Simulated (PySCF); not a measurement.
Z-matrix (Å, degrees):
```
Hf
Cl 1 2.3328
Cl 1 2.3328 2 109.47
Cl 1 2.3328 2 109.47 3 120.00
Cl 1 2.3328 2 109.47 3 -120.00
```
Charge 0, spin multiplicity 1.

Task: What is the computed charge on the central atom (Mulliken), LUMO, HOMO, dipole moment and HOMO–LUMO gap (TPSSh-D3(BJ)/def2-TZVP // r2SCAN-D4/def2-SVP (PySCF 2.14.0))?

Result: 
* **charge on the central atom (Mulliken)**: 1.26 e
* **LUMO**: -2.65 eV
* **HOMO**: -8.99 eV
* **dipole moment**: 0.000 e·Å
* **HOMO–LUMO gap**: 6.34 eV
